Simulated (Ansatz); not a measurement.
A nudged elastic band was laid between two geometries of C$_{2}$H$_{4}$AlB (8 atoms, charge 0, multiplicity 1).

Computed with Ansatz, RKS PBE0-D4/def2-SVP.

```yaml
movable_images: 5
climbing_image: yes
spring: 5.0 eV/Å²
optimiser: quadratic models (default)
start_path: IDPP
force_threshold: 0.03 eV/Å
iteration_limit: 60
end_points: relaxed
```

Initial state:

```xyz
8
Properties=species:S:1:pos:R:3
Al -1.114 1.448 -0.637
B 0.086 -0.112 0.049
C 1.398 -0.730 0.402
C 0.309 -1.491 0.575
H -1.468 1.598 -2.186
H -1.710 2.536 0.368
H 2.483 -0.762 0.519
H 0.016 -2.487 0.911
```

Final state:

```xyz
8
Properties=species:S:1:pos:R:3
Al -1.115 1.448 -0.637
B 0.089 -0.110 0.049
C 1.400 -0.725 0.411
C 0.312 -1.492 0.565
H -1.734 2.518 0.371
H -1.453 1.609 -2.188
H 2.483 -0.756 0.541
H 0.018 -2.493 0.888
```

(1) Which bonds break or form, and what moves?

(2) Give the energies along the band, and the barrier.

(3) What is the geometry of the highest image?

(4) What are the harmonic wavenumbers there?

Answers

(1) No bond is made or broken.  The two ends are copies of one structure, up to a mirror image or an exchange of like atoms.

(2) The run converged. The highest image is number 3 of 0 to 6, 0.129 eV above the ends, which have the same energy within 2 meV. A vibrational analysis at the climbing image gives one clearly imaginary mode, 156i cm⁻¹: a first-order saddle point.

| image | path coordinate (Å) | energy (eV) |
| --- | --- | --- |
| 0 | 0.00 | 0.000 |
| 1 | 0.78 | 0.032 |
| 2 | 1.55 | 0.096 |
| 3 | 2.33 | 0.129 |
| 4 | 3.10 | 0.096 |
| 5 | 3.88 | 0.032 |
| 6 | 4.65 | 0.000 |

(3) 
```xyz
8
Properties=species:S:1:pos:R:3
Al -1.055 1.426 -0.804
B 0.089 -0.119 0.068
C 1.081 -0.648 1.041
C 0.533 -1.533 0.188
H -2.063 1.149 -2.010
H -0.959 2.934 -0.290
H 1.801 -0.610 1.861
H 0.573 -2.598 -0.054
```

(4) 156i, 160, 231, 410, 508, 592, 780, 802, 893, 908, 1026, 1164, 1315, 1607, 1909, 1912, 3227, 3253 cm⁻¹.

Time of the run: 52 s on 1 thread of Intel(R) Xeon(R) 6975P-C (Granite Rapids), on a shared host, peak memory 0.17 GiB.
